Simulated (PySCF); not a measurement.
CH₇NSn, SMILES C[NH][SnH3], singlet (B3LYP/def2-SVP optimised geometry):

```
10

Sn     0.396    -1.724     0.000
N     -0.157     0.260     0.000
C     -1.559     0.646    -0.026
H      2.114    -1.724     0.000
H     -0.250    -2.392     1.446
H     -0.203    -2.611    -1.363
H      0.395     0.815    -0.653
H     -2.094     0.454    -0.982
H     -1.668     1.724     0.194
H     -2.114     0.110     0.763
```

Computed with B3LYP/def2-TZVP, def2 effective core potentials past Kr (PySCF).

Question: What are the frontier orbital energies and the dipole moment?

Answer: HOMO-2 -8.93 eV, HOMO-1 -8.69 eV, HOMO -6.21 eV, LUMO -0.39 eV, LUMO+1 0.25 eV; dipole moment 0.75 D.

On the same geometry PBE/def2-TZVP, def2 effective core potentials past Kr (PySCF) gives HOMO-2 -7.87 eV, HOMO-1 -7.62 eV, HOMO -5.08 eV, LUMO -0.91 eV, LUMO+1 -0.33 eV; dipole moment 0.73 D.
